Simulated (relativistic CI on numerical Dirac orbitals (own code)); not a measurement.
Zn3+: M2,3 absorption edge

Computed with this model: Dirac-Coulomb-Breit CI, KLI orbitals optimised for each configuration, model QED, valence Slater integrals scaled by 0.9, multiplet model of core-to-valence dipole absorption; configurations [Ar] 3d9 → [Ne] 3s2 3p5 3d10; 10 K; Lorentzian 1.2 eV and Gaussian 0.3 eV FWHM. Energies are those of the free ion, without screening or charge transfer. The branching ratio is the share of the lower-energy edge in the whole absorption, uncertain by about 0.02 where the edges overlap. S is read from ⟨S²⟩ = S(S + 1).

Field parameters in Wybourne normalisation: D3d B²₀ = −7Dσ, B⁴₀ = −14Dq − 21Dτ, B⁴₃ = −14√(10/7) Dq; Oh B⁴₀ = 21Dq, B⁴₄ = √(5/14) B⁴₀; Td as Oh with Dq negative (B⁴₀ = 21Dq, B⁴₄ = √(5/14) B⁴₀). The field is a parameter set, without covalency.

free ion: ground-state S = 0.50, centroid 82.68 eV. Peaks (eV, height): 82.8 (100).

Oh, 10Dq = 24200 cm⁻¹: ground-state S = 0.50, centroid 85.23 eV. Peaks (eV, height): 84.2 (100), 87.5 (44).

Td, 10Dq = -9750 cm⁻¹: ground-state S = 0.50, centroid 83.17 eV. Peaks (eV, height): 83.2 (100).

D3d, 10Dq = 30250, Dσ = -690, Dτ = -130 cm⁻¹: ground-state S = 0.50, centroid 85.65 eV. Peaks (eV, height): 84.8 (100), 87.8 (43).

D3d, 10Dq = 13200, Dσ = -1010, Dτ = 390 cm⁻¹: ground-state S = 0.50, centroid 84.36 eV. Peaks (eV, height): 83.8 (100), 86.8 (30).

Td, 10Dq = -12100 cm⁻¹: ground-state S = 0.50, centroid 83.28 eV. Peaks (eV, height): 83.2 (100).

Strongest unbroadened transitions for Td, 10Dq = -12100 cm⁻¹:

```json
{"Energy (eV)": "83.28", "Relative strength": "100.0"}
```
